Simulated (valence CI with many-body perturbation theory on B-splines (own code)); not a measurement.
## Sn in three bases

Calculated by valence CI with perturbative core correlation (CI+MBPT): four valence electrons over a frozen Dirac-Fock core [Kr] 4d10, a basis of 9 s, 9 p, 8 d, 6 f, 3 g, 1 h functions for each j, with the one-electron correlation potential Σ1, the two-electron term Σ2, the three-electron term Σ3, Breit, model QED; selected CI, second order for the rest, scaled by the run's own slope (own B-spline code, finite nucleus).

Set against measurement, 31 paired levels are off by 77 cm⁻¹ on average, the worst by 368. These come from a selection out of the NIST Handbook of Basic Atomic Spectroscopic Data. Levels without a partner in it may be off by more. Among the levels kept, up to 460 cm⁻¹ of a level comes from second order outside the variational space, and about a tenth of that is noise between levels of different J, which matters for small intervals.

The reference run has the lowest level 5s2.5p2 3P_0 and an ionisation energy of 7.33163 eV. Its largest variational space holds 20000 state functions.

Names give the largest LS component (configuration and term), which can be under half, so a name can repeat, a term be missing and a line seem to break the LS rules; names also repeat where a configuration has a term twice.

Changed runs:
A. basis 6 s, 6 p, 5 d, 3 f, 1 g
B. basis 5 s, 5 p, 4 d, 2 f

Excitation energies of the reference run in cm⁻¹, and shifts in cm⁻¹:

| Level | Reference | A | B |
| --- | --- | --- | --- |
| 5s2.5p2 3P_1 | 1688 | -7.2 | -18 |
| 5s2.5p2 3P_2 | 3417 | -7.4 | -5.6 |
| 5s2.5p2 1D_2 | 8565 | +24 | +154 |
| 5s2.5p2 1S_0 | 17074 | +29 | +179 |
| 5s2.5p.6s 3P°_0 | 34694 | -79 | -190 |
| 5s2.5p.6s 3P°_1 | 34964 | -71 | -169 |
| 5s2.5p.6s 3P°_2 | 38678 | -89 | -200 |
| 5s.5p3 5S°_2 | 39257 | -202 | -491 |
| 5s2.5p.6s 1P°_1 | 39305 | -69 | -141 |
| 5s2.5p.6p 3D_1 | 42277 | -57 | -97 |
| 5s2.5p.6p 3P_1 | 43306 | -72 | -156 |
| 5s2.5p.6p 3D_2 | 43368 | -57 | -130 |
| Ionisation energy (eV) | 7.33163 | -0.01191 | -0.03098 |
